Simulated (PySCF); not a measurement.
Members of one series of related molecules.

All values: CAM-B3LYP/def2-SVPD (PySCF) at GFN2-xTB geometries, gas phase, one conformer each. Core orbitals are frozen in the response; Δα² is half the sum of the squared differences of the principal polarisabilities.

Problem. Rank by mean static polarisability, lowest first.
A. `[H]/N=C\[C@@H]1C[Si@H](CF)N1`
B. `C#C[C@@H]1C[Si@H](CF)N1`
C. `C[C@@H]1C[Si@@H](CF)N1`
D. `FC[Si@@H]1CCN1`

Solution. D (10.04 Å³), C (11.80 Å³), A (12.54 Å³), B (13.07 Å³).

Problem. Rank by HOMO energy, highest first.
A. `C[C@@H]1C[Si@@H](CF)N1`
B. `C1[Si@H](CF)N[C@@H]1/C=N\[H]`
C. `[Si@H]1(CF)C[C@H](N1)C#C`

Solution. A (-8.14 eV), C (-8.43 eV), B (-8.66 eV).

All values together:

| SMILES | change | formula | μ (D) | HOMO (eV) | LUMO (eV) | α (Å³) | Δα (Å³) | electrons | α per electron (Å³) |
| --- | --- | --- | --- | --- | --- | --- | --- | --- | --- |
| FC[Si@@H]1CCN1 | parent | C3H8FNSi | 2.15 | -8.20 | 1.01 | 10.04 | 2.43 | 56 | 0.179 |
| [H]/N=C\[C@@H]1C[Si@H](CF)N1 | H on C replaced by CH=NH | C4H9FN2Si | 2.28 | -8.66 | 0.55 | 12.54 | 3.26 | 70 | 0.179 |
| C#C[C@@H]1C[Si@H](CF)N1 | H on C replaced by ethynyl | C5H8FNSi | 1.45 | -8.43 | 0.78 | 13.07 | 5.20 | 68 | 0.192 |
| C[C@@H]1C[Si@@H](CF)N1 | H on C replaced by CH3 | C4H10FNSi | 2.02 | -8.14 | 1.11 | 11.80 | 3.24 | 64 | 0.184 |

Conformers: `[F:1][CH2:2][Si@@H:3]1[CH2:4][CH2:5][NH:6]1` with F1–C2–Si3–C4 -110°, C2–Si3–C4–C5 -117°, Si3–C4–C5–N6 11°, C4–C5–N6–Si3 -12°, C2–Si3–N6–C5 130°; `[H]/[N:1]=[CH:2]\[C@@H:3]1[CH2:4][Si@H:5]([CH2:6][F:7])[NH:8]1` with N1–C2–C3–C4 98°, C4–Si5–C6–F7 105°, C2–C3–C4–Si5 -126°, C3–C4–Si5–C6 114°, C4–Si5–N8–C3 -7°, C2–C3–N8–Si5 126°; `[CH:1]#[C:2][C@@H:3]1[CH2:4][Si@H:5]([CH2:6][F:7])[NH:8]1` with C4–Si5–C6–F7 177°, C2–C3–C4–Si5 -127°, C3–C4–Si5–C6 119°, C4–Si5–N8–C3 -8°, C2–C3–N8–Si5 130°; `[CH3:1][C@@H:2]1[CH2:3][Si@@H:4]([CH2:5][F:6])[NH:7]1` with C3–Si4–C5–F6 -176°, C1–C2–C3–Si4 -107°, C2–C3–Si4–C5 -120°, C3–Si4–N7–C2 11°, C1–C2–N7–Si4 106°.

Problem. Give the shifts from the parent, `FC[Si@@H]1CCN1`.

Solution. 
```tsv
SMILES	change in μ (D)	change in HOMO (eV)	change in LUMO (eV)	change in mean α (Å³)
[H]/N=C\[C@@H]1C[Si@H](CF)N1	+0.13	-0.46	-0.46	+2.50
C#C[C@@H]1C[Si@H](CF)N1	-0.70	-0.23	-0.23	+3.03
C[C@@H]1C[Si@@H](CF)N1	-0.13	+0.06	+0.10	+1.76
```
